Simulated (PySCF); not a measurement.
Atoms are numbered as in `[CH3:1][C:2]#[C:3][C:4]#[C:5]/[CH:6]=[CH:7]\[CH2:8][SiH3:9]`; H(Xn) means a hydrogen on atom n.

A single conformation, one averaged value for each set of equivalent atoms, non-relativistic Hamiltonian, no solvent model. σ from GIAO-PBE0/pcSseg-1; PBE0-D3(BJ)/def2-SVP geometry; PySCF 2.14.0 with density-fitted response routines.

Q: List the cross peaks expected in HSQC, COSY and HMBC spectra.

A: 

HSQC (one-bond C–H):
| δH | δC |
| --- | --- |
| 6.31 (H(C7)) | 154.9 (C7) |
| 5.52 (H(C6)) | 114.2 (C6) |
| 2.13 (H(C8)) | 16.4 (C8) |
| 2.11 (H(C1)) | 6.0 (C1) |

COSY cross peaks (H two or three bonds apart, from the bond graph; peaks can be absent where the dihedral angle is near 90°):
| δH | δH |
| --- | --- |
| 6.31 (H(C7)) | 5.52 (H(C6)) |
| 6.31 (H(C7)) | 2.13 (H(C8)) |
| 3.90 (H(Si9)) | 2.13 (H(C8)) |

HMBC (two and three bonds, from the bond graph):
| δH | δC |
| --- | --- |
| 6.31 (H(C7)) | 114.2 (C6), 72.9 (C5), 16.4 (C8) |
| 5.52 (H(C6)) | 154.9 (C7), 92.9 (C4), 72.9 (C5), 16.4 (C8) |
| 3.90 (H(Si9)) | 154.9 (C7), 16.4 (C8) |
| 2.13 (H(C8)) | 154.9 (C7), 114.2 (C6) |
| 2.11 (H(C1)) | 89.0 (C2), 71.0 (C3) |

Scale: TMS for ¹H, ¹³C (reference shieldings calculated alike).

Shifts are as computed. Against solution values, carbons near 30 ppm lie about +2 ppm off and those near 130 ppm about +5 ppm. Of 1309 compounds with measured shifts, 239 miss one by over three times the rms of a fit or turn the order of signals round; such compounds aren't used in these exercises.
